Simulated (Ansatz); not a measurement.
Gas-phase electronic energies from Ansatz, PBE0-D4/def2-TZVP geometries. CCSD(T)/CBS is the MP2 limit (def2-TZVPP, def2-QZVPP) plus CCSD(T) − MP2 in def2-TZVPP, frozen cores. Functionals use def2-TZVPP. One conformer a species, not always the lowest.

Consider the cleavage of the Si–Si bond: `C=C[Si@@H](O)[Si@@H](O)F` + `NBS` → `O[SiH](F)NBS` + `C=C[SiH2]O`.

(1) Is it downhill or uphill in electronic energy at CCSD(T)/CBS, and by how much? (Estimate.)

(2) What do these levels give: PBE-D4, PBE0-D4, MP2/def2-TZVPP, SCS-MP2/def2-TZVPP, CCSD/def2-TZVPP, CCSD/CBS(def2)? (Estimate.)

Largest T1 diagnostic among the species: 0.012.

Answers

(1) Ansatz gave: Downhill: ΔE = -0.91 eV.

(2) The calculation gave: PBE-D4 -0.65, PBE0-D4 -0.75, MP2/def2-TZVPP -1.00, SCS-MP2/def2-TZVPP -1.00, CCSD/def2-TZVPP -0.96, CCSD/CBS(def2) -0.93 eV.

In def2-TZVPP, CCSD(T) changes the Hartree–Fock value by +0.14 eV (the triples alone add +0.02 eV) and MP2 by +0.08 eV. From PBE to PBE0 (25 % exact exchange), in def2-TZVPP and without D4, ΔE moves by −0.10 eV.
